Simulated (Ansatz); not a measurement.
Input file for Ansatz (an electronic-structure program): U-B3LYP/cc-pVTZ on GaAs, 2S+1 = 3, a point of a bond scan (R = 4.120 Å).

Ansatz 0.2 input:
```yaml
crystal:
  periodic: [false, false, false]
  atoms:
    - {symbol: Ga, position_ang: [-0.00000000, -0.00000000, -1.21392672]}
    - {symbol: As, position_ang: [0.00000000, 0.00000000, 2.90606699]}
basis:
  gaussian:
    orbitals: cc-pVTZ
hamiltonian:
  xc: {name: B3LYP}
magnetization: {spin_polarized: true, initial_magnetization: 2}
```

The log:

```
WARN ansatz: RAYON_NUM_THREADS=1 ignored (pool sized by the plan → 1); use --threads N
Functional definition: B3LYP
integrals: 0.03 GiB planned
569 factors; integrals over basis functions are off by at most 8.9e-4 eV
mean field: 0.46 GiB planned
mean field evaluation 1: about -113218.3528 eV, gradient 1.5e1 eV
mean field evaluation 2: about -113158.1658 eV, gradient 4.9e1 eV
mean field evaluation 4: about -113218.8946 eV, gradient 1.3e1 eV
mean field evaluation 8: about -113221.3209 eV, gradient 7.4e-1 eV
mean field evaluation 16: about -113221.3415 eV, gradient 1.5e-3 eV
mean field evaluation 32: about -113221.0170 eV, gradient 1.5e-1 eV
mean field -113221.34147500 eV, -4160.8075550247 hartree, gradient 8.9e-6 eV, S^2 2.459213; 7 other end points of the search recorded, 0 dependent functions left out
reference -113221.34168334 eV, -4160.8075626811 hartree; 33, 31 occupied and 53, 55 virtual orbitals, 569 factors
Total energy: -113221.34168334 eV, -4160.8075626811 hartree
```

The calculation finished and met its thresholds. Its determinant has ⟨S²⟩ = 2.46, a mixture of spin states.

Cost: around 11 core-seconds (rough).
